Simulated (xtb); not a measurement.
H$_{3}$AlO$_{3}$, singlet, at a GFN2-xTB geometry (such geometries of metal compounds can be far from the true shape), atoms displaced at random by about 0.1 Å a coordinate. Base run: GFN1-xTB (xtb).

Input for xtb:
```
$ xtb mol.xyz --gfn 1 --opt --json

# file mol.xyz
7

Al     0.06952388     0.24298462    -0.10634977
O     -1.10930550    -1.35102182     0.11888220
H     -2.14462750    -1.42236852    -0.25162783
O     -0.30134958     1.09414633    -0.91042627
H      0.07441039     2.11007535    -1.06026028
O      1.41982724    -0.15920658     0.81570233
H      1.80943633    -0.65583448     1.28159865
```

Variants of this job, named by their change:

```json
[
 {"change": "base", "ΔE vs base (kcal/mol)": "0.000", "optimiser steps": "21"},
 {"change": "engine = inertial", "ΔE vs base (kcal/mol)": "0.015", "optimiser steps": "-"},
 {"change": "opt level = crude", "ΔE vs base (kcal/mol)": "0.515", "optimiser steps": "7"},
 {"change": "opt level = loose", "ΔE vs base (kcal/mol)": "0.038", "optimiser steps": "15"},
 {"change": "alpb = thf", "ΔE vs base (kcal/mol)": "-16.10", "optimiser steps": "21"},
 {"change": "opt level = vtight", "ΔE vs base (kcal/mol)": "-0.002", "optimiser steps": "25"},
 {"change": "opt level = sloppy", "ΔE vs base (kcal/mol)": "0.135", "optimiser steps": "12"},
 {"change": "alpb = cs2", "ΔE vs base (kcal/mol)": "-5.30", "optimiser steps": "21"},
 {"change": "opt level = lax", "ΔE vs base (kcal/mol)": "0.014", "optimiser steps": "17"},
 {"change": "engine = lbfgs", "ΔE vs base (kcal/mol)": "0.001", "optimiser steps": "-"}
]
```
